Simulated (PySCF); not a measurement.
Cartesian coordinates (Å):
```xyz
5

Ge     0.0000     0.0000     0.0000
H     -0.7883    -0.6243    -1.1529
H      0.1620     1.5011    -0.2469
H      1.3802    -0.6543     0.0873
H     -0.7538    -0.2225     1.3126
```
Charge 0, spin multiplicity 1.

Problem. What HOMO–LUMO gap, LUMO and dipole moment does r2SCAN-D4/def2-TZVP (PySCF) give?

Solution. 
```yaml
HOMO–LUMO gap: 9.48 eV
LUMO: 0.77 eV
dipole_moment: 0.000 e·Å
```
